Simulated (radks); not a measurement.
Spherical quantum dot in the effective-mass picture: electrons in a parabolic well V = omega^2 r^2 / 2 with omega = 0.892, with a point charge +1 (a donor) at the centre, all in effective atomic units (hartree* = m*/eps^2 hartree, bohr* = eps/m* bohr), one dielectric constant everywhere. Calculated with a radial shooting solver with Libxc functionals: non-relativistic Kohn-Sham, LDA (Slater exchange, Perdew-Wang correlation), spin-polarised, spherical densities. Levels are named by radial order and angular momentum (1s, 1p, 1d, 2s, ...), and open shells are averaged over m. Results are scaled to m* = 0.201 and eps = 16.5, for which hartree* = 20.09 meV and bohr* = 4.344 nm.

N = 18, configuration 1s2 1p6 1d(up 5, down 3) 2s2. This is the lowest configuration that the search found. Occupied and some empty levels:

| level | occupation | eigenvalue (meV) | <r> (nm) |
|---|---|---|---|
| 1s up | 1 | 168.18 | 6.390 |
| 1s down | 1 | 168.54 | 6.321 |
| 1p up | 3 | 179.40 | 9.278 |
| 1p down | 3 | 179.95 | 9.265 |
| 2s up | 1 | 187.35 | 9.005 |
| 2s down | 1 | 187.74 | 9.055 |
| 1d up | 5 | 189.44 | 10.71 |
| 1d down | 3 | 190.02 | 10.72 |
| 1f up | 0 | 200.29 | 11.78 |
| 1f down | 0 | 200.85 | 11.80 |
| 2p up | 0 | 202.79 | 10.34 |
| 2p down | 0 | 203.16 | 10.35 |
| 1g up | 0 | 211.99 | 12.69 |
| 1g down | 0 | 212.50 | 12.71 |

Energy (meV): total 2035.84, kinetic 295.73, external 575.02, Hartree 1318.5, exchange-correlation -153.46.

Electron density:

| r (nm) | n(r) (e/nm^3) |
|---|---|
| 0.914 | 0.009929 |
| 2.44 | 0.005052 |
| 3.97 | 0.002943 |
| 5.49 | 0.002277 |
| 7.02 | 0.002202 |
| 8.54 | 0.002121 |
| 10.1 | 0.001757 |
| 11.6 | 0.001175 |
| 13.1 | 0.0006150 |
| 14.6 | 0.0002484 |
| 16.2 | 0.00007676 |
| 17.7 | 0.00001804 |
| 19.2 | 3.259e-06 |
